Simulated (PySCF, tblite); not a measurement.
Calculations on `C=C[C@@H](C)C[CH]C` [radical], in the order of a workflow; each names the level of the geometry that it ran on. Settings lines and outputs come from a driver script.

C7H13 (doublet state).
Numbering: `[CH2:1]=[CH:2][C@@H:3]([CH3:4])[CH2:5][CH:6][CH3:7]` (hydrogens: H8, H9 on C1; H10 on C2; H11 on C3; H12, H13, H14 on C4; H15, H16 on C5; H17 on C6; H18, H19, H20 on C7)

Step 1: GFN2-xTB geometry optimisation, gas phase (tblite 0.8.0) (from a force-field or distance-geometry start)
```json
{"job": {"kind": "relax", "xc": "GFN2-xTB", "basis": "xTB"}, "charge": 0, "multiplicity": 2}
```
```
step      E/eV     max force
  0    -585.19238    1.212
  1    -585.24159    0.477
  2    -585.25135    0.444
...
143    -585.31336    0.021
144    -585.31342    0.018
145    -585.31347    0.016
146    -585.31351    0.013
147    -585.31354    0.010
```

Energy lowered by 2.8 kcal/mol over 147 steps; largest atomic force 0.010 eV/Å at the end. «max force» is the largest atomic force in eV/Å.

Step 2: GFN2-xTB harmonic vibrations, gas phase (tblite 0.8.0) (on the GFN2-xTB geometry)
```json
{"job": {"kind": "ir", "xc": "GFN2-xTB", "basis": "xTB"}, "charge": 0, "multiplicity": 2}
```
```
(table of modes left out)
```

54 modes from 37 to 3121 cm⁻¹ (unscaled, harmonic); zero-point energy 110.2 kcal/mol; all wavenumbers are real at this level.

Step 3: UKS B3LYP, pcH-1 on C H, non-relativistic, mean-field spin-orbit, GIAO (PySCF 2.14.0) (on the GFN2-xTB geometry)
```json
{"job": {"kind": "epr", "basis": "pcH-1"}, "charge": 0, "multiplicity": 2}
```
```
...
E = -274.52553807 Eh   <S^2> = 0.7538 (exact 0.7500)
g shifts (ppm)      1          2          3
  rmc          -144       -144       -144
  gc             -2         32         25
  oz_so         -12        559        726
  total        -158        447        607
hyperfine (MHz)  atom isotope    a_iso     a_fc   dipolar eigenvalues
    0   13C       2.02       2.02     -0.36     -0.34      0.70
    1   13C      -1.42      -1.42     -1.00     -0.47      1.47
    2   13C      74.57      74.57     -6.68     -6.31     12.99
    3   13C       0.84       0.84     -1.09     -1.08      2.17
    4   13C     -31.01     -31.01     -1.93     -0.77      2.71
    5   13C     104.68     104.68    -80.68    -79.86    160.54
    6   13C     -32.69     -32.69     -2.29     -0.19      2.48
    7    1H       0.32       0.32     -0.91     -0.83      1.74
    8    1H       0.60       0.60     -1.68     -1.28      2.96
    9    1H      -0.21      -0.21     -1.78     -1.41      3.19
   10    1H      -4.50      -4.50     -5.59     -1.56      7.14
   11    1H       4.95       4.95     -1.38     -0.52      1.91
   12    1H       0.43       0.43     -1.52     -0.91      2.43
   13    1H      -0.45      -0.45     -1.54     -0.75      2.29
   14    1H      50.86      50.86     -5.30     -4.41      9.71
...
```

⟨S²⟩ 0.754; g_iso 2.0026. rmc, gc and oz_so are the mass-correction, gauge-correction and orbital-Zeeman/spin–orbit parts of the g shift along its three principal axes; a_iso is the isotropic hyperfine coupling and a_fc its Fermi-contact part. The log counts atoms from 0, this text from 1.

Problem. Which step took the most CPU time, and about what did each take on Arm Neoverse V1, one thread, no GPU (shared host)?

Solution. Step 3, about 98 % of the total. CPU time by step: 1: 0.92 s, 2: 0.65 s, 3: 81 s.

Geometry of the electronic-property runs (GFN2-xTB):
```
atom  x, y, z in Å
C1    -1.8214    1.6867    0.2643
C2    -1.5672    0.5042   -0.2640
C3    -0.5875   -0.4824    0.2840
C4    -1.2737   -1.8237    0.5378
C5     0.5935   -0.6737   -0.7191
C6     1.4204    0.5373   -0.8639
C7     2.5917    0.7843    0.0039
H8    -2.5332    2.3675   -0.1710
H9    -1.3267    2.0244    1.1605
H10   -2.0769    0.1905   -1.1665
H11   -0.1764   -0.1041    1.2248
H12   -2.0823   -1.7025    1.2560
H13   -0.5649   -2.5475    0.9342
H14   -1.6910   -2.2203   -0.3855
H15    0.1579   -0.9598   -1.6811
H16    1.2051   -1.5025   -0.3537
H17    1.0280    1.3609   -1.4373
H18    3.0627   -0.1523    0.3007
H19    3.3285    1.4090   -0.5013
H20    2.3081    1.3147    0.9234
```

 (This holds for the electronic-property runs.)

One conformer stands for the species.
